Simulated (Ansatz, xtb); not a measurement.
## Two structures of FH3KNSi

Structure X is a singlet given by its coordinates and structure Y is a singlet given by its coordinates. Both are isolated molecules in the gas phase, relaxed with B3LYP/6-31G*.

X (Å):

```xyz
7

F     0.3279   -1.5184   -1.0590
K    -0.3188    0.7521   -0.6093
N     1.5408   -0.2871    0.9456
Si    0.6587   -1.9330    0.6135
H    -0.6900   -1.2808    1.1353
H     2.5470   -0.3949    0.8147
H     1.4299   -0.0418    1.9331
```

Close contacts (Å): F1–K2 2.40, F1–Si4 1.75, K2–N3 2.64, K2–Si4 3.11, N3–Si4 1.90, K2–H5 2.70, N3–H6 1.02, N3–H7 1.02, Si4–H5 1.59.

Y (Å):

```csv
atom,x (Å),y (Å),z (Å)
F,0.5494,-0.3578,0.1604
K,1.4238,1.8203,1.1874
N,1.6843,1.5130,-1.2428
Si,0.9908,0.0065,-1.4267
H,1.8231,-1.1844,-1.8163
H,-0.3046,-0.1614,-2.1728
H,2.0499,1.9858,-2.0643
```

Close contacts (Å): F1–K2 2.56, F1–Si4 1.69, K2–N3 2.46, K2–Si4 3.21, N3–Si4 1.67, N3–H7 1.02, Si4–H5 1.50, Si4–H6 1.50.

Question: Which of the two would you expect CCSD(T)/def2-TZVP electronic energies to favour?

Answer: Structure Y; the calculation gives E(Y) − E(X) = −56.7 kJ/mol.

Level by level:

```tsv
level	geometry	E(Y) − E(X) (kJ/mol)	departure from the last row (kJ/mol)	job, with rough time for the two
B3LYP/6-31G*	B3LYP/6-31G*	−32.5	+24.1	optimisation, 3.5 min
HF/def2-TZVP	B3LYP/6-31G*	−68.8	−12.2	part of the CCSD(T) run
MP2/def2-TZVP	B3LYP/6-31G*	−70.5	−13.8	part of the CCSD(T) run
CCSD(T)/def2-TZVP	B3LYP/6-31G*	−56.7		single point, 84 s
```

The levels shown agree on the order. The largest departure from CCSD(T)/def2-TZVP is that of B3LYP/6-31G*, 24.1 kJ/mol. Levels run at GFN2-xTB geometries aren't shown.

With harmonic frequencies from B3LYP/6-31G* (ideal gas, rigid rotor, one conformer each, 298.15 K, 1 atm): the zero-point term adds −7.7 kJ/mol; ΔH is −64.1 and ΔG −65.2 kJ/mol.

The correlated steps freeze 12 core orbitals; the last core shell of K is correlated, in a basis made for valence electrons. Mirror images aren't counted in ΔG. Programs: Ansatz 0.2.0; the last row on 2 threads of Intel(R) Xeon(R) Processor @ 2.50GHz (Skylake/Cascade Lake) on a shared host.
